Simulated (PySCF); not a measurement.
## Radial density of Mg⁺ (magnesium, charge +1)

UHF, [Ne] 3d1, 2D determinant (an excited configuration). Calculation: PySCF 2.14, in dyall-acv3z; the spin-free X2C one-electron Hamiltonian (Gaussian nucleus).

```csv
r (bohr),4πr²ρ (e/bohr),4πr²(ρα − ρβ)
0.00265,0.09948,0.0000
0.00446,0.2635,0.0000
0.00750,0.6795,0.0000
0.0126,1.673,0.0000
0.0212,3.804,0.0000
0.0357,7.552,-0.0001
0.0601,11.94,-0.0002
0.101,13.08,-0.0003
0.170,9.040,-0.0009
0.286,7.838,-0.0024
0.481,11.08,-0.0028
0.809,7.212,0.0028
1.36,1.342,0.0212
2.29,0.1436,0.1051
3.85,0.2462,0.2461
6.47,0.1060,0.1060
10.9,3.768e-05,0.0000
```

Densities and radii are taken from the X2C orbitals without a picture-change correction, which distorts them close to the nucleus.

The outer electron is Rydberg-like, and this basis confines it to a smaller radius and binds it less than a complete one would.

(1) Where is the radial spin density 4πr²(ρα − ρβ) most negative, and why is it negative at all?

## Answers

(1) Around r = 0.481 bohr, down to -0.0028 e/bohr: exchange with the open shell polarises the paired shells in an unrestricted calculation.
